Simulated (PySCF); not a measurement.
Exercise with solution: oscillator strength and radiative lifetime

C₃H₆BNO, SMILES CC#CB(N)O.

Geometry: ωB97X-D3(BJ)/def2-SVP. This is a generated structure with no PubChem entry under its InChIKey; it may be hypothetical. One conformer was computed; it need not be the lowest.

PySCF with TDA-PBE/def2-SVPD puts the first singlet state with f over 0.02 at 5.94 eV (vertical), with the transition dipole (-0.576, -0.384, 0.199) in atomic units.

Task: Find the oscillator strength, the wavelength and the radiative lifetime that this transition would have in vacuum if emission retraced absorption.

Result: 
|μ|² = 0.5188 au, so |μ| = 1.83 D. ΔE = 5.94/27.211 = 0.2183 hartree. f = (2/3) ΔE |μ|² = 0.076 (the program prints 0.076).
λ = 1239.84/5.94 = 209 nm; ν = 47909 cm⁻¹.
Einstein's coefficient A = 0.6670 ν² f s⁻¹ (ν in cm⁻¹) = 1.2e8 s⁻¹, so τ = 1/A = 8.7 ns. This state is S3; the lower singlets have f = 0.000, 0.000. The figure is the radiative limit of this one transition; relaxation, internal conversion, crossing to triplets and a medium change what is measured.
